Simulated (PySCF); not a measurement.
C₅H₄F₂O, SMILES C1(CC(O1)(F)F)=C=C. Atoms are numbered in the order given.

```xyz
12

C      3.4203     0.1135     0.0000
C      2.1128     0.0316     0.0000
C      0.8135    -0.0838     0.0000
C     -0.2285    -1.1853     0.0000
C     -1.1985     0.0033     0.0000
F     -1.9837     0.1386    -1.0786
F     -1.9837     0.1386     1.0786
O     -0.1567     0.9416     0.0000
H      3.9951     0.1524     0.9341
H      3.9951     0.1524    -0.9341
H     -0.2743    -1.8043     0.9059
H     -0.2743    -1.8043    -0.9059
```

Geometry optimised at B3LYP-D3(BJ)/def2-SVP. The structure was generated by enumeration, and PubChem lists no compound with its InChIKey, so it may never have been made.

Method: B3LYP/pcSseg-1 run with PySCF.

GIAO shieldings, no solvent; atoms alike by connectivity are averaged. δ = σ(ref) − σ: ¹³C against TMS (σ = 181.3 ppm); ¹⁹F against CFCl3 (σ = 161.7 ppm); ¹⁷O against H2O (σ = 333.8 ppm); ¹H against TMS (σ = 31.68 ppm), references at their B3LYP-D3(BJ)/def2-TZVP geometries, non-relativistic.

```csv
nucleus,atoms,count,δ (ppm)
¹³C,C2,1,213.7
¹³C,C3,1,133.2
¹³C,C5,1,132.1
¹³C,C1,1,104.2
¹³C,C4,1,47.8
¹⁹F,"F6, F7",2,-86.4
¹⁷O,O8,1,218.2
¹H,"H9, H10",2,6.29
¹H,"H11, H12",2,3.94
```
